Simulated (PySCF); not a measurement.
Ligand exchange on a metal centre used in film growth or etching (Cd F-Br). Isolated molecules, 0 K electronic values unless said otherwise.

The dipole moment from two functionals at the same geometries (BP86-D3(BJ)/def2-SVP), both in PySCF: PBE-D3(BJ)/def2-TZVP and TPSSh-D3(BJ)/def2-TZVP. 

| species | TPSSh-D3(BJ)/def2-TZVP (D) |
|---|---|
| 0 of 2 F replaced by Br ([Cd(F)2]) | 0.00 |
| 1 of 2 F replaced by Br ([Cd(F)(Br)]) | 0.80 |
| 2 of 2 F replaced by Br ([Cd(Br)2]) | 0.00 |

### Question
What does PBE-D3(BJ)/def2-TZVP give for each?

### Answer

- 0 of 2 F replaced by Br ([Cd(F)2]): 0.00
- 1 of 2 F replaced by Br ([Cd(F)(Br)]): 0.88
- 2 of 2 F replaced by Br ([Cd(Br)2]): 0.00
Over these rows, drawn at random from the members with no instability flagged (it was tested for open shells, ions and some series alone), PBE minus TPSSh-D3(BJ): mean +0.02 D, from 0.00 D to +0.07 D.
